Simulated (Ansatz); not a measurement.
Stepwise reaction of `F[SiH](F)Cl` with hydrogen, as a gas-phase model of exchange steps in deposition or etching. ΔE in kJ/mol; ΔG adds harmonic PBE0-D4 terms to CCSD(T)/CBS, at 1 bar.

Calculated with Ansatz (gas phase, PBE0-D4/def2-TZVP geometries, no zero-point term in ΔE). CCSD(T)/CBS adds triple-zeta CCSD(T) − MP2 to the extrapolated MP2 energy (def2 sets, frozen cores). This one scheme is used for every species. Functionals use def2-TZVPP. B3LYP here is the variant with VWN-RPA as its local correlation; programs differ in this.

```json
{"step": "1", "reaction": "`F[SiH](F)Cl` + H₂ → `F[SiH2]Cl` + H–F", "PBE-D4": "127.2", "B3LYP-D4": "134.5", "ωB97M-V": "135.6", "CCSD(T)/CBS": "131.9", "ΔG(500 K)": "130.1"}
{"step": "2", "reaction": "`F[SiH2]Cl` + H₂ → `[SiH3]Cl` + H–F", "PBE-D4": "114.2", "B3LYP-D4": "122.1", "ωB97M-V": "122.4", "CCSD(T)/CBS": "119.0", "ΔG(500 K)": "121.5"}
```

(1) By hand: ΔE of the 2 steps together at CCSD(T)/CBS.

Results:

(1) (131.9) + (119.0) = 250.9 kJ/mol, or 125.5 kJ/mol a step.

In ΔE each step is lower than the one before. All are uphill at CCSD(T)/CBS. ΔG lies between 121.5 and 130.1 kJ/mol a step. PBE-D4 differs from CCSD(T)/CBS by -4.8 to -4.7 kJ/mol a step. Isolated molecules leave out the surface, adducts and barriers. Largest T1 diagnostic: 0.011.
